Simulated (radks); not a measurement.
Fractional charge and spin in the 5p shell of promethium: the spin-up occupation runs from 2 to 3 and the spin-down occupation from 2 to 3; the fullest corner is Pm2+, [Kr] 4d10 4f(up 2.5, down 2.5) 5s2 5p(up 3, down 3). Calculated with a radial shooting solver on a logarithmic mesh with Libxc functionals: scalar-relativistic Kohn-Sham, BLYP, spin-polarised, spherical densities, finite nucleus; Fermi nuclear charge, rms radius of each element as measured or else 0.836 A^(1/3) + 0.57 fm. Energy (eV) above the fullest corner. The planes named below are the two flat planes that join the four corners, with an edge along up + down = one added electron.

| down \ up | 2 | 2.25 | 2.5 | 2.75 | 3 |
|---|---|---|---|---|---|
| 2 | 95.671 | 80.921 | 66.959 | 53.778 | 41.369 |
| 2.25 | 80.921 | 67.013 | 53.883 | 41.522 | 29.922 |
| 2.5 | 66.959 | 53.883 | 41.573 | 30.022 | 19.219 |
| 2.75 | 53.778 | 41.522 | 30.022 | 19.268 | 9.249 |
| 3 | 41.369 | 29.922 | 19.219 | 9.249 | 0.000 |

Corners above the fullest one (they belong to Pm3+ and the next ion): (up 3, down 2) 41.369 eV, (up 2, down 3) 41.369 eV, (up 2, down 2) 95.671 eV. With half an added electron in each spin the energy lies 0.205 eV from the planes, and with half an added electron in spin up alone -1.561 eV. The planes are only a guide here: the flat-plane condition holds for ground states with one frontier orbital, while this shell lies below other occupied shells, so the corners above the fullest one are inner-hole states and not the ground states of those ions.
